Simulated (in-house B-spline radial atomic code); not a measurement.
## Solving the quasi-particle equation for 5p of Pr5+

Configuration [Kr] 4d10 5s2 5p6, start Hartree-Fock; correlation leaves out the deepest shell. Computed with a B-spline radial code for spherical atoms: all electrons, scalar-relativistic (spin-free one-electron X2C), finite nucleus, each spin shell either full or empty, empty states to l = 9 with an (l + 1/2)⁻⁴ tail; G0W0 by contour deformation at full frequency.

Spin-orbit coupling, left out, splits p levels strongly here.

Spin-orbit coupling splits this shell strongly; the level is its average.

At the mean-field level ε = -83.359 eV the matrix elements are Σx = -29.219 eV, v_xc = -29.219 eV and Σc(ε) = -1.091 eV, and the slope of the correlation self-energy is dΣc/dω = -0.0349. The quasi-particle energy solves E = ε + Σx − v_xc + Σc(E).

Problem. What does the linearised equation give?

Solution. Z = 1/(1 − dΣc/dω) = 1/1.0349 = 0.9663. The first-order shift is Σx − v_xc + Σc(ε) = -29.219 − (-29.219) + (-1.091) = -1.091 eV, so E ≈ ε + Z × shift = -83.359 + 0.9663 × (-1.091) = -84.413 eV.

Problem. How does that compare with the full solution and with static screening?

Solution. Solving the equation at full frequency dependence gives E = -84.413 eV, where Σc = -1.054 eV and the weight is 0.966; the linearised value is off by 0 meV. Leaving Z out would give -84.450 eV. Static COHSEX puts -3.375 eV in place of Σc and gives -86.734 eV, 2.32 eV deeper.
